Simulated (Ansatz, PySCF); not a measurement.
Dimer: aminoborane (SMILES BN) (first 6 atoms) with HF (SMILES F); geometry from B3LYP-D3(BJ)/def2-TZVP, rigid monomers moved along the line of their centres of mass till N2···H8 is 2.21 Å.
(charge 0, multiplicity 1):
| atom | x (Å) | y (Å) | z (Å) |
|---|---|---|---|
| B | 0.9064 | -0.1258 | 0.0613 |
| N | -0.1434 | 0.5794 | 0.6653 |
| H | 0.6626 | -0.8237 | -0.8706 |
| H | 1.9991 | -0.0255 | 0.5206 |
| H | 0.0124 | 1.2765 | 1.3784 |
| H | -1.0649 | 0.6332 | 0.2571 |
| F | -1.1109 | -1.5154 | 2.7965 |
| H | -0.7713 | -0.9375 | 2.1387 |

Quantity: the interaction energy.

Counterpoise-corrected where a basis set is named; no monomer relaxation.

Correlated levels freeze the cores. CBS: X⁻³ extrapolation of the correlation energy, Hartree–Fock from the larger set.

The values were computed with Ansatz (a first-principles code); PySCF for the dispersion terms. Values without a source in brackets are computed.

Costs are ratios of core time to PBE/def2-TZVPPD (roughly 6 s), for whole runs (searches for the state included, and forces where a run took them) on one shared machine, so rough; each difference counts from -4.64 kcal/mol (MP2/CBS(aug-cc-pVDZ, aug-cc-pVTZ) + ΔCCSD(T)/aug-cc-pVDZ, a level with limits of its own).

```json
[
 {"level": "PBE/def2-TZVPPD", "basis functions": "199", "cost": "×1"},
 {"level": "PBE-D3(BJ)/def2-TZVPPD", "basis functions": "199", "cost": "×1"},
 {"level": "r2SCAN/def2-TZVPPD", "basis functions": "199", "cost": "×1"},
 {"level": "r2SCAN-D3(BJ)/def2-TZVPPD", "basis functions": "199", "cost": "×1"},
 {"level": "PBE0/def2-TZVPPD", "basis functions": "199", "cost": "×1"},
 {"level": "PBE0-D3(BJ)/def2-TZVPPD", "basis functions": "199", "cost": "×1"},
 {"level": "B3LYP/def2-TZVPPD", "basis functions": "199", "cost": "×1"},
 {"level": "B3LYP-D3(BJ)/def2-TZVPPD", "basis functions": "199", "cost": "×1"},
 {"level": "MP2/aug-cc-pVTZ", "basis functions": "253", "cost": "×3"},
 {"level": "wB97X-V/def2-TZVPPD", "basis functions": "199", "cost": "×3"},
 {"level": "wB97M-V/def2-TZVPPD", "basis functions": "199", "cost": "×4"},
 {"level": "CCSD(T)/aug-cc-pVDZ", "basis functions": "114", "cost": "×5"}
]
```

Each difference (kcal/mol): PBE/def2-TZVPPD -0.07; PBE-D3(BJ)/def2-TZVPPD -0.63; r2SCAN/def2-TZVPPD -0.36; r2SCAN-D3(BJ)/def2-TZVPPD -0.55; PBE0/def2-TZVPPD -0.13; PBE0-D3(BJ)/def2-TZVPPD -0.62; B3LYP/def2-TZVPPD 0.33; B3LYP-D3(BJ)/def2-TZVPPD -0.55; MP2/aug-cc-pVTZ 0.03; wB97X-V/def2-TZVPPD -0.28; wB97M-V/def2-TZVPPD -0.19; CCSD(T)/aug-cc-pVDZ 0.48.
